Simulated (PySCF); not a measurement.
Molecular orbitals of GaAs

r²SCAN at R = 2.564 Å; basis Ga def2-TZVPPD, As def2-TZVPPD; no relativity; PySCF 2.14. State: ³Σ⁻ (triplet), unpaired electrons π ↑↑. Only the outer orbitals are listed, counted within each symmetry.

| spin | orbital | occ. | ε (eV) | on Ga (%) | main shells (%) |
| --- | --- | --- | --- | --- | --- |
| α | 13σ | 1 | -15.01 | 5 | 94 As s |
| α | 14σ | 1 | -9.21 | 74 | 74 Ga s, 18 As p |
| α | 7π | 1 | -6.14 | 9 | 90 As p |
| α | 7π | 1 | -6.14 | 9 | 90 As p |
| α | 15σ | 1 | -5.12 | 44 | 55 As p, 28 Ga p, 15 Ga s |
| α | 8π | 0 | -2.26 | 88 | 88 Ga p |
| α | 8π | 0 | -2.26 | 88 | 88 Ga p |
| α | 16σ | 0 | 0.22 | 51 | 32 As s, 31 Ga p, 12 Ga d |
| β | 13σ | 1 | -13.16 | 11 | 87 As s, 9 Ga s |
| β | 14σ | 1 | -8.84 | 75 | 74 Ga s, 14 As p, 11 As s |
| β | 15σ | 1 | -4.78 | 45 | 52 As p, 34 Ga p, 11 Ga s |
| β | 7π | 0 | -3.88 | 34 | 66 As p, 31 Ga p |
| β | 7π | 0 | -3.88 | 34 | 66 As p, 31 Ga p |
| β | 8π | 0 | -1.68 | 69 | 65 Ga p, 27 As p |

Task: Which are the highest filled and the lowest empty level, where do they sit, and how wide is the gap?

Result: Highest filled β 15σ at -4.78 eV (in %: 52 As p, 34 Ga p, 11 Ga s); lowest empty β 7π at -3.88 eV (in %: 66 As p, 31 Ga p); the gap at r²SCAN is 0.90 eV.

```
bond order (Mayer)                               : 1.16
⟨S²⟩                                             : 2.009
charge on Ga (Mulliken, basis-dependent)         : 0.28
charge on Ga (Löwdin, basis-dependent)           : -0.04
dipole moment (positive dipole means Ga(−)As(+)) : -1.19 D
```

Spin–orbit coupling is left out. The state was picked by a PBE0 search and need not be the measured ground state.
